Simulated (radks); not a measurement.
Results of a calculation; reference values are marked as such.
Task: Numerical settings for the rhodium ion Rh4+, [Kr] 4d5. Code: a radial shooting solver on a logarithmic mesh with Libxc functionals. Model: non-relativistic Kohn-Sham, PBE, spin-polarised, spherical densities, point nucleus; open shells are filled with parallel spins first (spin-orbit coupling, left out, can overturn this in heavy ions); relativity is left out, which matters for an element this heavy. The defaults (mesh step 0.008 in ln r, mesh end at 40 bohr or more with all orbitals vanishing there, Anderson mixing 0.5 over 9 steps, residual threshold near 1e-9 with the energy settled to 1e-9 hartree or 1e-11 of itself, here a cap of 86 iterations) give E = -4683.8718 hartree and 4d at -56.927 eV in 14 iterations. Run on one thread of a shared host, so times are rough (Arm Neoverse V1): 0.16 s of CPU time, 0.16 s wall, 14 iterations on 2476 mesh points. One setting is changed at a time: mesh step in ln r 0.03; mesh step in ln r 0.2; mesh step in ln r 0.08; mesh end (bohr) 1; mesh end (bohr) 3; residual threshold 1e-16; residual threshold 1e-13; mixing 1.5; linear mixing, mixing 0.2; linear mixing, mixing 0.5; mixing history 3; iteration cap 2. Which runs fail to converge, and which converge to a wrong energy?

Result: Not converged within the cap: mesh step in ln r 0.2; mesh step in ln r 0.08; residual threshold 1e-16; linear mixing, mixing 0.2; iteration cap 2. Settled on a wrong energy, with an occupied level pushed above zero by the early mesh end: mesh end (bohr) 1 (+127 hartree). Apart from these: settings that end as converged yet miss the energy by more than 1 mhartree: mesh end (bohr) 3 (+0.141 hartree).
